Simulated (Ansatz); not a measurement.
Ideal-gas functions of `C1O[AsH]O1` at 500 K and 1 bar, from an Ansatz frequency run at PBE0-D4/def2-TZVP.

Molar mass 121.95 g/mol, point group Cs (symmetry number 1), electronic degeneracy 1, moments of inertia 43.832, 98.591, 133.119 u Å². Harmonic wavenumbers (cm⁻¹, unscaled): 191, 539, 605, 726, 811, 869, 988, 1084, 1154, 1172, 1383, 1538, 2036, 2979, 3075.

Use S(trans) = R[1.5 ln M + 2.5 ln T − 1.1517]; rotational temperatures θ = 24.2544 K / I; S(rot) = R[ln(√π/σ · √(T³/θAθBθC)) + 1.5]; for each mode x = 1.438777 ν̃/T, S = R[x/(eˣ − 1) − ln(1 − e⁻ˣ)] and H = RT x/(eˣ − 1); 1 cm⁻¹ = 0.0119627 kJ/mol; R = 8.31446 J/(mol·K).

Q: By hand: the entropy, in J/(mol·K).

A: Translation 179.5. Rotation: θ = 0.5533, 0.246, 0.1822 K, giving 110.1. Vibration, mode by mode: 13.39, 5.45, 4.68, 3.55, 2.93, 2.57, 1.96, 1.57, 1.34, 1.29, 0.79, 0.55, 0.16, 0.02, 0.01, in all 40.3. Electronic 0.0. Sum 329.9 J/(mol·K).

Q: By hand: H − E and G − E in kJ/mol, counted from the electronic energy.

A: Zero-point energy ½ × 19150 × 0.0119627 = 114.5; thermal vibration 12.6; translation, rotation and pV give 4 RT = 16.6. H − E = 143.7 kJ/mol, and G − E = 143.7 − 500 × 329.9/1000 = -21.2 kJ/mol.

Vibration gives 12 % of the entropy.
